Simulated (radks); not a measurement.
Values are calculated unless marked as measured or tabulated.
Question: Neutral bromine, configuration [Ar] 3d10 4s1 4p6 (not the ground configuration). Level of theory: Dirac Kohn-Sham, BLYP, spin-unpolarised, spherical densities, point nucleus (a radial shooting solver on a logarithmic mesh with Libxc functionals). Some entries of the table are withheld. Estimate them.

orbital,occ.,eigenvalue (hartree),<r> (bohr),r(max) (bohr)
1s1/2,2,-489.4329,0.04274,0.02791
2s1/2,2,-63.72651,0.1893,0.1593
2p1/2,2,-57.40181,0.1627,0.1252
2p3/2,4,-55.65479,0.1666,0.1284
3s1/2,2,-8.78977,0.5514,0.4841
3p1/2,2,-6.59181,(1),0.4752
3p3/2,4,-6.34020,(2),0.4839
3d3/2,4,-2.52652,0.5876,0.4289
3d5/2,6,-2.48656,0.5917,0.4316
4s1/2,1,(3),(4),1.407
4p1/2,2,-0.31791,(5),1.624
4p3/2,4,-0.29867,(6),1.657

Answer: 
(1) 3p1/2 <r> (bohr): 0.5570
(2) 3p3/2 <r> (bohr): 0.5675
(3) 4s1/2 eigenvalue (hartree): -0.76503
(4) 4s1/2 <r> (bohr): 1.657
(5) 4p1/2 <r> (bohr): 2.042
(6) 4p3/2 <r> (bohr): 2.091
